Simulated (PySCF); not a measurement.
A survey of 17O NMR shifts

- GIAO PBE0/pcSseg-1 shieldings
- geometry from GFN2-xTB
- run in PySCF
- isolated molecule, non-relativistic Hamiltonian, a single conformation, one averaged value for each set of equivalent atoms

Shieldings were converted by a linear fit to measured shifts: 17O: δ = 266.70 − 0.911σ (rms 10.7 ppm, 155 shifts, 12.2 ppm with the 3 outliers that the fit left out vs liquid water, solution or neat liquid). Occasional misses reach two or three times the rms, and more in compound classes unlike the fitted ones.

**Question.** Give the 17O shifts of `CO[SiH2]OCC=O`, `O=C(F)c1cc(C(F)(F)F)co1`, `Fc1cocp1`.

**Answer.** 
```
                                                                    compound                 environment  δ (ppm)
                                [CH3:1][O:2][SiH2:3][O:4][CH2:5][CH:6]=[O:7]         O7: aldehyde oxygen    598.6
                                [CH3:1][O:2][SiH2:3][O:4][CH2:5][CH:6]=[O:7]  O4: oxygen bonded to C, Si     -9.6
                                [CH3:1][O:2][SiH2:3][O:4][CH2:5][CH:6]=[O:7]  O2: oxygen bonded to C, Si    -26.9
[O:1]=[C:2]([F:3])[c:4]1[cH:5][c:6]([C:7]([F:8])([F:9])[F:10])[cH:11][o:12]1         O1: carbonyl oxygen    344.0
[O:1]=[C:2]([F:3])[c:4]1[cH:5][c:6]([C:7]([F:8])([F:9])[F:10])[cH:11][o:12]1   O12: aromatic ring oxygen    243.9
                                                                    Fc1cocp1        aromatic ring oxygen    260.9
```

**Question.** Order these by 17O shift, lowest first.
A. C/C(CC#N)=N\[SiH2]C=O
B. O=CC1CC1
C. CC[C@@H](C)[S@@](C)=O
D. Fc1cpco1

**Answer.** C (-16.7 ppm, S=O oxygen), D (267.7 ppm, aromatic ring oxygen), B (576.5 ppm, aldehyde oxygen), A (806.2 ppm, carbonyl oxygen).
